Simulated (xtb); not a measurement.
F₂GeH₄Si, SMILES F[SiH](F)[GeH3]. All values are semi-empirical tight-binding results from xtb (GFN2-xTB unless named), good for trends rather than for accurate numbers. The structure is a stationary point at GFN2-xTB. The structure was generated by enumeration, and PubChem lists no compound with its InChIKey, so it may never have been made.

Optimised geometry:

```xyz
8

Si    -1.0496    -0.0313     0.2598
F     -1.5506     1.4509    -0.0657
F     -1.7009    -0.8532    -0.9452
Ge     1.2546    -0.1258     0.1163
H     -1.7488    -0.4419     1.4594
H      1.8029    -1.4677     0.4798
H      1.9412     0.8280     1.0389
H      1.8162     0.1678    -1.2378
```
Charge 0, spin multiplicity 1.

For metal compounds this method's bond lengths and energies can be far off.

Task: Estimate the properties. (The exact figures need the calculation; the answer reports its results.)

Result: 
* **orbital gap**: 5.45 eV
* **zero-point energy**: 22.6 kcal/mol
* **G − E(el) at 298.15 K (modified RRHO)**: 2.0 kcal/mol

Computed atomic charges and the Wiberg bond orders between heavy atoms:
charges (e) Si1 0.60, F2 -0.26, F3 -0.26, Ge4 0.03, H5 -0.05, H6 -0.03, H7 -0.03, H8 -0.01. Bond orders Si1–F2 1.12, Si1–F3 1.12, Si1–Ge4 0.75.
